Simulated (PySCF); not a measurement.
H6O4SiSn, SMILES [Sn]([OH])([OH])([O][SiH3])[OH].

Geometry: r2SCAN-D4/def2-SVP. The geometry has at least one imaginary mode, so it is a saddle point at that level. The def2 effective core potentials stand for the cores of Sn; spin–orbit coupling is left out. The values are those of a single conformer.

Computed with IEF-PCM-PBE0/def2-SVP (PySCF 2.14.0).

The values are the electrostatic part of the solvation free energy, E(continuum) − E(gas) at the gas-phase geometry, in a cavity of scaled van der Waals radii (PySCF's table); cavitation and dispersion terms are not included. A continuum can't describe solvent molecules that bind to the metal. In vacuum the orbital gap is 6.80 eV. The dipole moment in vacuum is 1.06 D.

Computed values in water (ε = 78.36), methanol (ε = 32.61), N,N-dimethylformamide (ε = 37.22):
```tsv
solvent	ε	ΔG(elec) (kcal/mol)	dipole (D)	gap (eV)
water	78.36	-10.7	1.34	6.95
methanol	32.61	-10.4	1.33	6.95
N,N-dimethylformamide	37.22	-10.5	1.33	6.95
```
